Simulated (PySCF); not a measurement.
UHF on Pd (palladium, neutral)

Configuration: [Kr] 4d10, closed-shell 1S. All numbers are calculated (PySCF 2.14, scalar relativity by spin-free X2C-1e, in x2c-QZVPPall with one added diffuse shell each of s, p, d, f, g type (14s9p8d5f3g, 143 functions)).

```json
{
 "Total energy": "-5042.801737 hartree",
 "One-electron energy": "-6963.3799 hartree",
 "Hartree (Coulomb) energy": "2063.5776 hartree",
 "Exchange energy": "-142.9994 hartree",
 "⟨S²⟩": "0.0000",
 "⟨L²⟩": "0.000",
 "Sum of ⟨r⟩": "31.38 bohr",
 "Sum of ⟨r²⟩": "42.97 bohr²",
 "Langevin diamagnetic susceptibility": "-34.0 ×10⁻⁶ cm³/mol"
}
```

```
shell  electrons  mean orbital energy (eV)  rms radius, mean of both spins (bohr)
   1s          2                  -24474.5                                 0.0365
   2s          2                   -3656.6                                  0.150
   2p          6                   -3272.8                                  0.133
   3s          2                   -694.75                                  0.403
   3p          6                   -565.11                                  0.406
   3d         10                   -359.03                                  0.389
   4s          2                   -104.50                                   1.02
   4p          6                   -65.368                                   1.13
   4d         10                    -8.921                                   1.74
```

Densities and radii are taken from the X2C orbitals without a picture-change correction, which distorts them close to the nucleus.

Spin-orbit constants ζ (cm⁻¹) from the X2C one-electron operator on these orbitals: bare nucleus, nucleus screened by l(l+1)(2l+1)/3 electrons, and screened by the Breit-Pauli mean field of the electrons.

```tsv
shell	bare	screened nucleus	mean field
2p	860100	822700	n/a
3p	152000	145400	n/a
3d	22240	17410	n/a
4p	22260	21290	n/a
4d	1721	1347	n/a
```
